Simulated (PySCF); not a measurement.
Computed shifts of a molecule FH7OSi3, PBE/pcSseg-1 run with PySCF, GIAO, gas phase, atoms alike by connectivity averaged where their shifts nearly agree, in ppm (number of nuclei): ²⁹Si: 32.2 (1), -20.7 (1), -110.5 (1). ¹⁹F: -293.9 (1). ¹H: 6.67 (1), 5.98 (2), 4.01 (3), 0.23 (1). References: ¹⁷O against H2O (σ = 334.3 ppm); ²⁹Si against TMS (σ = 335.4 ppm); ¹⁹F against CFCl3 (σ = 133.6 ppm); ¹H against TMS (σ = 31.49 ppm), references at their B3LYP-D3(BJ)/def2-TZVP geometries, non-relativistic. The structure is a stationary point at PBE0-D3(BJ)/def2-SVP. Other conformers were not sampled.

Pick the molecule that these values belong to.
(A) F[SiH2][SiH2]O[SiH3]
(B) O[SiH2][SiH2][SiH2]F
(C) F[Si@H]([SiH3])O[SiH3]
(D) O[SiH2][Si@H](F)[SiH3]

D, O[SiH2][Si@H](F)[SiH3]
